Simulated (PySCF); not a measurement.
Computed shifts of a molecule C2H7FO2Si, PySCF with PBE0/pcSseg-1, GIAO, gas phase, atoms alike by connectivity averaged where their shifts nearly agree, in ppm (number of nuclei): ¹³C: 59.6 (1), 18.5 (1). ²⁹Si: -9.6 (1). ¹⁹F: -168.6 (1). ¹H: 4.99 (1), 3.73 (1), 2.67 (1), 1.58 (3), 0.90 (1). References: ¹³C against TMS (σ = 186.3 ppm); ¹⁷O against H2O (σ = 334.2 ppm); ²⁹Si against TMS (σ = 352.7 ppm); ¹⁹F against CFCl3 (σ = 167.2 ppm); ¹H against TMS (σ = 31.56 ppm), references at their B3LYP-D3(BJ)/def2-TZVP geometries, non-relativistic. Geometry: PBE0-D3(BJ)/def2-SVP. The values are those of a single conformer.

Q: Identify the compound among the candidates.
A) CO[Si@@](C)(O)F
B) C[C@@H](O)[Si@@H](O)F
C) C[Si@](O)(F)CO
D) CO[Si@H](O)CF

A: B, C[C@@H](O)[Si@@H](O)F
